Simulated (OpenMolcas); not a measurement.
Levels of C I by method

```json
{
  "Program": "OpenMolcas 26.06",
  "Basis": "ANO-R1 [3s2p1d]",
  "Scalar Hamiltonian": "X2C, finite nucleus",
  "Active space": "4 electrons in 8 orbitals (2s 2p 3s 3p)",
  "State averaging": "2S+1 = 3 even, 3 roots; 2S+1 = 1 even, 6 roots; 2S+1 = 5 odd, 1 root; 2S+1 = 3 odd, 8 roots",
  "Spin-orbit coupling": "state interaction with AMFI integrals over the reference wave functions, term energies averaged over their components"
}
```

Methods on the same reference wave functions:
A. CASSCF
B. SS-CASPT2, IPEA 0.25 Eh, imaginary shift 0.1 Eh (closed shells correlated: 1s)

Energies in cm-1 above 2s2 2p2 3P0, the measured ground level; measured values from NIST Handbook of Basic Atomic Spectroscopic Data.

```
       Level      A      B  Measured
 2s2 2p2 3P0    0.0    0.0       0.0
 2s2 2p2 3P1   14.1   14.1      16.4
 2s2 2p2 3P2   42.1   42.1      43.4
 2s2 2p2 1D2  12420  11680     10193
 2s2 2p2 1S0  19720  22820     21648
2s 2p3 5S* 2  25388  30210     33735
2s 2p3 3D* 1  67777  65180     64090
2s 2p3 3D* 2  67781  65180     64091
2s 2p3 3D* 3  67786  65190     64087
2s 2p3 3P* 0  78406  78280     75256
2s 2p3 3P* 1  78408  78280     75254
2s 2p3 3P* 2  78413  78290     75255
```

Deviations, from unrounded energies. A percentage is the sum of absolute deviations over the sum of measured energies, with the sign that they share, or ± where signs differ.

```csv
Against measurement,Levels,A,B
mean absolute deviation (cm-1),11,3000,1700
fine structure of the ground term (%),2,-6.0,-6.1
other terms of the ground configuration (%),2,±13.0,+8.3
other configurations (%),7,±6.4,±3.5
```

B lies closest to measurement on these levels. The largest miss of B in the table is 2s 2p3 5S* 2, by -3500 cm-1. The ranking rests on the paired levels alone, and a cruder setting can come out closer through cancelling errors.

From A to B the spin-free energies of the other terms of 2s2 2p2 shown, above 3P, scale by factors of 0.94 to 1.16.

The lowest spin-free term lies below A's lowest term by 0.037 hartree in B.

CASPT2 breaks the degeneracy within a term, and the mean is taken; among the terms shown or strongly mixed into the levels shown the widest spread is 38 cm-1 (2s 2p3 3D*, B). Active for correlation alone: 3p 3s; no level in the range computed is led by a configuration that fills them, so any true level of that kind is missing. Without dynamic correlation excited terms often stand tens of per cent too high (terms of higher spin than the ground term too low), and those without a measured partner can miss by more than the paired ones (holds for A). Computed and measured levels are paired by configuration, term and J; levels that our copy of the source lacks, or whose pairing is in doubt (as where it misses far off the trend of its configuration), stay unpaired and out of the deviations. Only configurations of the active space appear.

* marks odd parity.
